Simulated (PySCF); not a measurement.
These are PBE-D3(BJ)/def2-TZVP // TPSS-D3(BJ)/def2-SVP (PySCF) values and carry that method's errors. All species are isolated molecules in the gas phase. One relaxed conformer stands for a flexible species; it need not be the lowest. 

Reference species: [Nb(=O)(H)3] (neutral, multiplicity 1).

```
Item             Result
-------------  --------
HOMO           -7.78 eV
LUMO           -3.74 eV
HOMO–LUMO gap   4.04 eV
```

Changed species: [Nb(=O)(OH)3] (X = OH; the reference has X = H).

Give the shifts of the HOMO, LUMO and HOMO–LUMO gap.

the HOMO increases by 0.19 eV, to -7.59 eV; the LUMO increases by 1.98 eV, to -1.76 eV; the HOMO–LUMO gap increases by 1.79 eV, to 5.83 eV.
